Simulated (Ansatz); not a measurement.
Cost and result for the atomization energy of CH$_{7}$BSSi (11 atoms, 11 bonds).

Cartesian coordinates in Å:
```
B -0.950 -0.801 -0.915
Si -0.997 1.131 -0.573
S -0.456 -0.380 0.981
C 1.349 -0.313 0.916
H -2.017 -1.343 -0.911
H -0.020 -1.283 -1.492
H -2.188 1.868 -0.081
H 0.166 2.053 -0.642
H 1.726 -1.315 1.122
H 1.709 0.384 1.671
H 1.678 -0.001 -0.074
```

Total charge 0; spin multiplicity 1. The bonds changed during the relaxation, so this is another structure than the one it started from. Geometry: relaxed with PBE0-D4/def2-TZVP. It is one conformer, not always the lowest. Program: Ansatz. All runs use 2 threads of an Arm Neoverse V2 on a shared host. Times are those of one run each, without the atoms' runs, and a repeat can differ threefold. Electronic energies, without spin–orbit coupling; frozen cores. CCSD(T)/CBS adds CCSD(T) − MP2 in def2-TZVPP to the MP2 limit, and its time is that of the two runs behind it. T1 = 0.012. HSE06 is the plane-wave form, built on full-range PBE exchange.

CCSD(T)/CBS is a level of theory with its own doubt, some kJ/mol a heavy atom from the limit and from the frozen cores, so smaller differences don't rank the functionals.

| level | functions | wall time | atomization (kJ/mol) | difference from CCSD(T)/CBS | per bond |
| --- | --- | --- | --- | --- | --- |
| BLYP-D4/def2-TZVPP | 244 | 3.2 s | 3619.3 | -19.6 | -1.8 |
| PBE-D4/def2-TZVPP (with forces) | 244 | 3.6 s | 3695.5 | 56.6 | 5.1 |
| CCSD(T)/def2-SVP | 99 | 3.7 s | 3433.3 | -205.6 | -18.7 |
| BHLYP-D4/def2-TZVPP | 244 | 4 s | 3577.9 | -61.0 | -5.6 |
| HSE06-D4/def2-TZVPP | 244 | 4.3 s | 3664.0 | 25.1 | 2.3 |
| r2SCAN-D4/def2-TZVPP (with forces) | 244 | 6.5 s | 3676.8 | 37.9 | 3.4 |
| r2SCANh-D4/def2-TZVPP | 244 | 7 s | 3662.6 | 23.7 | 2.2 |
| B2PLYP/def2-TZVPP | 244 | 7.5 s | 3597.1 | -41.8 | -3.8 |
| PBE-QIDH/def2-TZVPP | 244 | 7.5 s | 3634.2 | -4.7 | -0.4 |
| B97M-V/def2-TZVPP | 244 | 13 s | 3685.3 | 46.4 | 4.2 |
| MP2/def2-QZVPP | 464 | 30 s | 3624.3 | -14.6 | -1.3 |
| CCSD(T)/def2-TZVPP | 244 | 6.7 min | 3551.0 | -87.9 | -8.0 |
| CCSD(T)/CBS(def2) | – | 7.2 min | 3638.9 | 0.0 | 0.0 |

From r2SCAN to r2SCAN0 (25 % exact exchange), in def2-TZVPP and without D4, the atomization energy moves by −35.1 kJ/mol: exact exchange takes away binding that semilocal exchange gives to molecules. The D4 term adds +41.4 kJ/mol with B3LYP and +21.4 kJ/mol with PBE0; it sums over pairs of atoms, weighted by their polarisabilities, and B3LYP, whose exchange is more repulsive, gets the larger term. At CCSD(T), def2-SVP lies −205.6 kJ/mol from the extrapolated value and def2-TZVPP −87.9 kJ/mol: correlation converges slowly with the basis, and small sets miss more of it in the bonded molecule than in its fragments.

B3LYP here is the variant with VWN-RPA as its local correlation; programs differ in this.
